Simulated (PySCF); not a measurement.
A GIAO shielding run with PySCF (density fitting, non-relativistic, gas phase) on SMILES F[C@]1([SiH3])CCCSC1, C5H11FSSi:

```
$ OMP_NUM_THREADS=1 python probes_run.py task.json out

{"job": {"kind": "nmr", "xc": "PBE0", "basis": "pcSseg-1"}, "charge": 0, "multiplicity": 1}
F     -0.872073     0.536562    -1.623879
C     -0.779150     0.055520    -0.309442
Si    -2.567842     0.211954     0.405997
C      0.219439     0.937789     0.437545
C      1.626820     0.889973    -0.157990
C      2.227656    -0.501986    -0.069662
S      1.299899    -1.663302    -1.118045
C     -0.340015    -1.396509    -0.362982
H     -2.535886    -0.268995     1.787794
H     -2.918435     1.627152     0.343987
H     -3.442221    -0.606684    -0.426183
H      0.245487     0.615066     1.481569
H     -0.143092     1.967709     0.411272
H      1.583330     1.196491    -1.205349
H      2.268225     1.593717     0.379252
H      3.249537    -0.518429    -0.445455
H      2.213891    -0.880255     0.954810
H     -0.318165    -1.806530     0.648299
H     -1.027210    -1.979992    -0.974195
```

Hardware: 1 thread of an Arm Neoverse V1, shared host. The job also computes population analyses, field gradients, ring-centre shieldings.

Problem. How large is the calculation?

Solution. 80 electrons, 205 basis functions and 1108 auxiliary functions.

Problem. How long does it take, and how much memory does it need?

Solution. 42 s of wall time, with 14 SCF cycles and 5 response iterations; peak memory 0.93 GiB. Times on a shared host scatter by some tens of per cent.
